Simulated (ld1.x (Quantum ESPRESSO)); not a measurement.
**manganese: one change to a TM potential, before and after**

```json
{"Element": "Mn (Z = 25)", "Generator": "ld1.x (Quantum ESPRESSO) 7.5", "Type": "norm-conserving Troullier–Martins (Kleinman–Bylander form)", "Functional": "PBE", "Relativity": "scalar-relativistic", "Frozen core": "[Ar]", "Valence charge": "7", "Reference configuration": "3d5 4s1 4p1", "Partial waves": "4s (bound): rc 2.30 bohr; 4p (bound): rc 3.70 bohr; 3d (bound): rc 1.85 bohr", "Local potential": "the d channel", "Core correction": "none"}
```

All-electron outer shells of the reference configuration (PBE, scalar-relativistic, ld1.x):

```
shell  level (eV)  outermost node (bohr)  outermost maximum (bohr)
   3s      -87.51                   0.34                      0.74
   3p      -56.22                   0.31                      0.75
   3d       -8.33                      –                      0.76
   4s       -6.09                   1.05                      2.47
   4p       -2.12                   1.16                      3.30
```

Change: wave 4s (bound): rc 2.30 bohr becomes 4s (bound): rc 3.32 bohr.

Cutoffs: the cutoffs (Ry, on a coarse ladder) from which the occupation-weighted sum of valence levels, in a spherical-Bessel basis at the reference potential, stays within 10 and 1 mRy of its value at 400 Ry; they do not see the model core or the augmentation charge, which bear on the density cutoff. Errors are all-electron minus pseudo energies relative to the spin-unpolarised reference configuration.

How do hardness, ghosts and transferability respond?

The potential gets neither clearly harder nor softer (80 Ry and 120 Ry → 80 Ry and 120 Ry); both files keep a bound ghost (p, s); of the 7 tests that both files solve, the error grows in 3 and shrinks in 4 by more than 15 % and 0.3 meV (median size 18.6 → 4.4 meV).

```csv
quantity,base,changed
"cutoff, loose",80 Ry,80 Ry
"cutoff, tight",120 Ry,120 Ry
bound ghosts,"s, p","s, p"
"error for 3d5 4s2 4p0, meV [ΔE -3.86 eV]",+8.1,-0.1
"error for 3d5 4s1 4p0, meV [ΔE 4.56 eV]",+1.3,+1.9
"error for 3d5 4s0 4p0, meV [ΔE 20.16 eV]",+81,+58
"error for 3d3 4s0 4p0, meV [ΔE 103.44 eV]",-112,-476
"error for 3d5 4s0 4p2, meV [ΔE 4.07 eV]",+10,-3.0
"error for 3d5 4s0 4p1, meV [ΔE 9.30 eV]",+19,+4.4
"error for 3d5.5 4s1.5 4p0, meV [ΔE -4.34 eV]",-22,-30
s: phases at 4.00 bohr within 0.05 rad from the reference energy up to (Ry; the scan ends near 5),0.8,0.6
p: phases at 4.00 bohr within 0.05 rad from the reference energy up to (Ry; the scan ends near 5),1.4,1.4
d: phases at 4.00 bohr within 0.05 rad from the reference energy up to (Ry; the scan ends near 5),0.3,0.3
```

 A true bound ghost makes a file unfit for plane-wave use even where its test errors are small: the radial tests pick states by their node count and pass the ghost by.
